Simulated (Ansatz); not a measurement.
The same path of C$_{2}$H$_{7}$ClN$_{2}$Si (13 atoms, charge 0, multiplicity 1) was run twice with different band settings. The coordinate that changes most is the dihedral Cl6–Si4–N5–H13.

Theory: RKS B3LYP-D4/STO-3G in Ansatz.

Relaxed end points:

```xyz
13
Properties=species:S:1:pos:R:3
C -1.944 -1.204 0.005
N -0.750 -1.065 -0.514
C 0.346 -0.873 0.534
Si 0.972 0.901 0.357
N 1.376 1.141 -1.301
Cl -0.617 2.142 1.059
H -2.180 -1.216 1.088
H -2.800 -1.321 -0.683
H 1.165 -1.571 0.283
H 0.005 -1.084 1.564
H 2.108 1.222 1.193
H 1.677 2.095 -1.590
H 0.662 0.798 -1.979
```

```xyz
13
Properties=species:S:1:pos:R:3
C -1.938 -1.195 -0.001
N -0.739 -1.078 -0.514
C 0.352 -0.879 0.538
Si 0.972 0.897 0.358
N 1.364 1.140 -1.302
Cl -0.622 2.128 1.068
H -2.182 -1.183 1.080
H -2.790 -1.314 -0.694
H 1.174 -1.575 0.295
H 0.006 -1.086 1.567
H 2.112 1.224 1.188
H 0.651 0.792 -1.977
H 1.660 2.096 -1.593
```

Common settings: spring 5.0 eV/Å²; optimiser quadratic models (default); start path through a guess of the saddle point; force threshold 0.05 eV/Å; end points relaxed.

| run | movable images | climbing image | iteration limit |
| --- | --- | --- | --- |
| 1 | 9 | yes | 39 |
| 2 | 8 | no | 43 |

What does each run give, and how far can it be trusted?

Run 1: converged after 24 iterations, highest image 0.246 eV above the first end. A vibrational analysis at the climbing image gives one clearly imaginary mode, 239i cm⁻¹: a first-order saddle point.
Run 2: converged after 23 iterations, highest image 0.245 eV above the first end. No image climbed, so the highest image needn't sit at the top of the path.
Limits of this set-up: minimal basis.
